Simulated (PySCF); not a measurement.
## From a log to its input

A PySCF 2.14 run on the atoms Na 0 0 0; As 0 0 2.565 (angstrom) printed this (some set-up lines and the per-cycle HOMO/LUMO lines with their warnings removed):

```
PySCF version 2.14.0


nuclear repulsion = 1.03153452421053
number of shells = 8
number of NR pGTOs = 24
number of NR cGTOs = 16
basis = lanl2dz
ecp = {'Na': 'lanl2dz', 'As': 'lanl2dz'}

******** <class 'pyscf.scf.uhf.UHF'> ********
method = UHF
initial guess = minao
damping factor = 0
level_shift factor = 0
DIIS = <class 'pyscf.scf.diis.CDIIS'>
SCF conv_tol = 1e-09
SCF max_cycles = 50
number electrons alpha = 3  beta = 2
init E= 5.63385316710912

cycle= 1 E= -5.15389107660053  delta_E= -10.8  |g|= 0.575  |ddm|= 2.18
cycle= 2 E= -5.84478513402772  delta_E= -0.691  |g|= 0.139  |ddm|=  1.2
cycle= 3 E= -5.86843600706913  delta_E= -0.0237  |g|= 0.0242  |ddm|= 0.309
cycle= 4 E= -5.86944517458996  delta_E= -0.00101  |g|= 0.0034  |ddm|= 0.0697
cycle= 5 E= -5.86947779028475  delta_E= -3.26e-05  |g|= 0.00104  |ddm|= 0.00982
cycle= 6 E= -5.86948123610552  delta_E= -3.45e-06  |g|= 0.000305  |ddm|= 0.00432
cycle= 7 E= -5.8694816098317  delta_E= -3.74e-07  |g|= 5.76e-05  |ddm|= 0.00152
cycle= 8 E= -5.86948162214603  delta_E= -1.23e-08  |g|= 8.57e-06  |ddm|= 0.000288
cycle= 9 E= -5.8694816224089  delta_E= -2.63e-10  |g|= 1.33e-06  |ddm|= 4.5e-05
Extra cycle  E= -5.86948162241295  delta_E= -4.05e-12  |g|= 5.46e-07  |ddm|= 3.74e-06
converged SCF energy = -5.86948162241295  <S^2> = 0.75085872  2S+1 = 2.0008585

WARN: System has nonzero charge 1; the dipole moment is origin-dependent.
Location of origin: [0. 0. 0.]

Dipole moment(X, Y, Z, Debye):  0.00000,  0.00000,  1.60328
orbital energies (hartree): [array([-0.941 , -0.552 , -0.5204, -0.2357, -0.1446, -0.0918]), array([-0.8494, -0.4935, -0.215 , -0.1758, -0.1433])]
```

Question: Write the input that gave this log.

Answer: The input was:

```python
from pyscf import gto, scf

mol = gto.M(
    atom='Na 0 0 0; As 0 0 2.565',
    basis='lanl2dz',
    ecp={'Na': 'lanl2dz', 'As': 'lanl2dz'},
    charge=1,
    spin=1,
    verbose=4,
)
mf = scf.UHF(mol)
mf.kernel()
mf.dip_moment()
print('orbital energies (hartree):', [e[max(0, n-3):n+3].round(4) for e, n in zip(mf.mo_energy, mol.nelec)])
```

The bond length is a typed value, not an optimised one. The dipole of an ion depends on the origin. No search for the lowest solution was made.
